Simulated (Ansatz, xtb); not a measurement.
# Two structures of H3InO2S

We compare I, `[OH][In]([OH])[SH]`, a singlet, with II, a singlet given by its coordinates. Both are isolated molecules in the gas phase, relaxed with PBE0-D4/def2-SVP; the shapes shown needn't be the lowest conformers.

I (Å):

```yaml
atoms:
  - { symbol: In, position_ang: [0.4684, -0.4243, 0.9812] }
  - { symbol: O, position_ang: [-0.1111, -2.1486, 0.1664] }
  - { symbol: O, position_ang: [0.2549, -0.0197, 2.9258] }
  - { symbol: S, position_ang: [1.4627, 1.2596, -0.3731] }
  - { symbol: H, position_ang: [-0.4991, -2.7553, 0.8073] }
  - { symbol: H, position_ang: [-0.1538, -0.7375, 3.4229] }
  - { symbol: H, position_ang: [1.6051, 2.0828, 0.6910] }
```

II (Å):

```yaml
atoms:
  - { symbol: In, position_ang: [-1.0991, -1.5452, 0.6841] }
  - { symbol: O, position_ang: [0.5063, -1.0963, -1.2224] }
  - { symbol: O, position_ang: [0.1699, 0.1831, 0.8697] }
  - { symbol: S, position_ang: [0.6034, 0.8606, 2.3179] }
  - { symbol: H, position_ang: [0.2148, -0.6686, -2.0354] }
  - { symbol: H, position_ang: [0.7429, -0.3605, -0.5951] }
  - { symbol: H, position_ang: [-0.1719, 1.9787, 2.2891] }
```

Close contacts (Å): In1–O2 2.53, In1–O3 2.15, O3–S4 1.66, O2–H5 0.96, O2–H6 1.00, S4–H7 1.36.

Q: Estimate which is lower in electronic energy at CCSD(T)/def2-SVP + ΔMP2/def2-TZVPP, and by roughly how much.

A: The CCSD(T)/def2-SVP + ΔMP2/def2-TZVPP calculation puts structure I lower, by 88.6 kJ/mol.

How the difference moves with the method:

| level | geometry | E(II) − E(I) (kJ/mol) | departure from the last row (kJ/mol) | job, with rough time for the two |
| --- | --- | --- | --- | --- |
| PBE0-D4/def2-SVP | PBE0-D4/def2-SVP | +71.9 | −16.7 | optimisation, 28 s |
| HF/def2-SVP | PBE0-D4/def2-SVP | +97.4 | +8.8 | part of the CCSD(T) run |
| MP2/def2-SVP | PBE0-D4/def2-SVP | +121.0 | +32.4 | part of the CCSD(T) run |
| CCSD(T)/def2-SVP | PBE0-D4/def2-SVP | +98.1 | +9.5 | single point |
| CCSD(T)/def2-SVP + ΔMP2/def2-TZVPP | PBE0-D4/def2-SVP | +88.6 |  | single point, 11 s |

The levels shown agree on the order. The largest departure from CCSD(T)/def2-SVP + ΔMP2/def2-TZVPP is that of MP2/def2-SVP, 32.4 kJ/mol. Levels run at GFN2-xTB geometries aren't shown. The last row adds to CCSD(T) the change of the MP2 difference between the two basis sets, here −9.5 kJ/mol.

With harmonic frequencies from PBE0-D4/def2-SVP (ideal gas, rigid rotor, one conformer each, 298.15 K, 1 atm): the zero-point term adds +5.7 kJ/mol; ΔH is +93.1 and ΔG +93.5 kJ/mol.

The correlated steps freeze 11 core orbitals; the filled d shell of In is correlated, in a basis made for valence electrons. Atoms past krypton carry core potentials in the def2 sets and no spin–orbit term is included. Mirror images aren't counted in ΔG. Programs: Ansatz 0.2.0; the last row on 2 threads of Intel(R) Xeon(R) 6975P-C (Granite Rapids) on a shared host.
